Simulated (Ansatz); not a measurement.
A structure relaxed at PBE0-D4/def2-TZVP, charge 0, multiplicity 1:

```xyz
22

C     0.770    3.232    0.604
C     1.224    1.792    0.594
O     0.189    0.985    1.113
Sb    0.493   -0.969    1.180
Si   -2.006   -1.180    1.874
N     0.331   -1.256   -0.805
C    -0.814   -0.818   -1.558
C     1.104   -2.286   -1.448
H    -0.127    3.352   -0.008
H     0.534    3.552    1.621
H     1.551    3.885    0.206
H     1.473    1.485   -0.432
H     2.141    1.685    1.194
H    -2.152   -0.778    3.299
H    -2.447   -2.598    1.744
H    -2.877   -0.321    1.030
H    -1.561   -1.615   -1.703
H    -0.504   -0.475   -2.555
H    -1.298    0.024   -1.060
H     1.967   -2.560   -0.835
H     0.524   -3.202   -1.638
H     1.484   -1.935   -2.417
```

(1) Give its formula and SMILES.

(2) Point group (tolerance 0.08 Å, 0.16 Å for H)?

(3) Summarise the bond lengths by kind.

Results:

(1) C4H14NOSbSi, `CC[O][Sb]([SiH3])[N](C)C`.

(2) C1.

(3) 1 × C–C 1.510 Å; 11 × C–H 1.091 to 1.102 Å; 1 × C–O 1.412 Å; 1 × O–Sb 1.979 Å; 1 × Sb–Si 2.601 Å; 1 × N–Sb 2.012 Å; 3 × H–Si 1.486 to 1.490 Å; 2 × C–N 1.439 Å.

Computed with Ansatz.
